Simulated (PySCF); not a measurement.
PySCF input for Se(I)(OMe) (CH₃IOSe), SMILES CO[Se]I, C-PCM-B3LYP/def2-SVP. The structure is a stationary point at B3LYP-D3(BJ)/def2-SVP. The def2 effective core potentials stand for the cores of I; spin–orbit coupling is left out. Other conformers were not sampled.

```python
import numpy as np
from pyscf import gto, scf, dft
from pyscf.solvent import pcm

mol = gto.M(
    atom='''
    Se    0.59573267   -0.77665815    0.88961982
    I    -0.98543516    0.90366101   -0.26886498
    O     1.98557049   -0.84033869   -0.24897073
    C     1.79765803   -1.57880115   -1.44876296
    H     1.07567595   -1.07405917   -2.11494482
    H     2.77947236   -1.61141699   -1.94493753
    H     1.44749253   -2.60666335   -1.25300406
    ''',
    basis='def2-SVP',
    ecp={'I': 'def2-svp'},
    charge=0,
    spin=0,
    max_memory=1600,
    verbose=3,
)
mf = dft.RKS(mol, xc='b3lyp').density_fit(auxbasis='def2-universal-jkfit')
mf.grids.level = 3
mf.conv_tol = 1e-9
mf.max_cycle = 100
mf.kernel()
res = {}
for name, eps in {'water': 78.355, 'tetrahydrofuran': 7.4257, 'methanol': 32.613}.items():
    s = mf.PCM()
    s.with_solvent.method, s.with_solvent.eps, s.with_solvent.lebedev_order = 'C-PCM', eps, 29
    s.kernel(mf.make_rdm1())
    res[name] = (s.e_tot, eps, s.dip_moment(), s.mo_energy, s.converged)
    print(f'{name}: electrostatic solvation free energy {(s.e_tot - mf.e_tot) * 627.509474:.3f} kcal/mol')
```

It prints:

```
converged SCF energy = -2814.11926022711

WARN: PCM is an experimental feature. It is still in testing.
Features and APIs may be changed in the future.

converged SCF energy = -2814.1241702453
Dipole moment(X, Y, Z, Debye): -0.03734, -1.75978, -0.88872
water: electrostatic solvation free energy -3.081 kcal/mol

WARN: PCM is an experimental feature. It is still in testing.
Features and APIs may be changed in the future.

converged SCF energy = -2814.12351190731
Dipole moment(X, Y, Z, Debye): -0.03216, -1.70071, -0.86954
tetrahydrofuran: electrostatic solvation free energy -2.668 kcal/mol

WARN: PCM is an experimental feature. It is still in testing.
Features and APIs may be changed in the future.

converged SCF energy = -2814.12407248074
Dipole moment(X, Y, Z, Debye): -0.03656, -1.75082, -0.88586
methanol: electrostatic solvation free energy -3.020 kcal/mol
```

The calculation finished and met its thresholds.
